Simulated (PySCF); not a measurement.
A TDDFT job was run through a driver script with this input:

```
{"job": {"kind": "uv", "xc": "PBE0", "basis": "def2-SVPD", "nstates": 8, "ntriplets": 3}, "charge": 0, "multiplicity": 1}
C      2.387403     0.552485     0.245310
C      1.220123    -0.368040     0.141755
S      1.413566    -1.986762     0.106980
C     -0.108386     0.246077     0.069325
C     -1.160386    -0.431910    -0.781387
C     -2.341905     0.197300    -0.115962
C     -1.279763    -0.490292     0.681415
H      2.387629     1.251819    -0.591497
H      3.319308    -0.006110     0.249478
H      2.316641     1.138636     1.162563
H     -0.112139     1.334018     0.113237
H     -1.043279    -1.144176    -1.567911
H     -2.413790     1.278674    -0.079123
H     -3.297589    -0.300281    -0.214420
H     -1.291847    -1.263447     1.417484
```

Method used: TDDFT PBE0/def2-SVPD, vertical, gas phase, core orbitals frozen in the response in PySCF 2.14.0, density-fitted response routines. Job line and output are in the format of a driver script around the code.

(1) What does the script print for it, SCF cycles aside?

Results:

(1) 
```
converged SCF energy = -630.8583761436

Static polarisability (au): isotropic 88.286, principal 66.861 90.583 107.415

Singlet excitations
state   eV       nm        f      main configurations
  1   2.5452    487.1   0.00007   H->L 1.00
  2   4.5151    274.6   0.00167   H-2->L 0.84, H-1->L 0.16
  3   5.1947    238.7   0.21802   H-1->L 0.79, H-2->L 0.15
  4   5.9717    207.6   0.04630   H->L+1 0.92
  5   6.3703    194.6   0.01287   H->L+2 0.40, H-3->L 0.32, H->L+3 0.19
  6   6.4245    193.0   0.00964   H-5->L 0.40, H-3->L 0.37, H->L+2 0.11
  7   6.4298    192.8   0.00625   H-5->L 0.56, H-3->L 0.29
  8   6.6121    187.5   0.00063   H->L+4 0.97

Triplet excitations (Tamm-Dancoff, eV): 2.0934 3.0837 4.2503
```

Geometry: GFN2-xTB, one conformer, isolated molecule.

H and L stand for HOMO and LUMO.

On an Arm Neoverse V2 with one thread, on a shared host, this took 28 s wall.

Conformer computed: `[CH3:1][C:2](=[S:3])[C@H:4]1[C@@H:5]2[CH2:6][C@H:7]12`: C1–C2–C4–C5 145°.
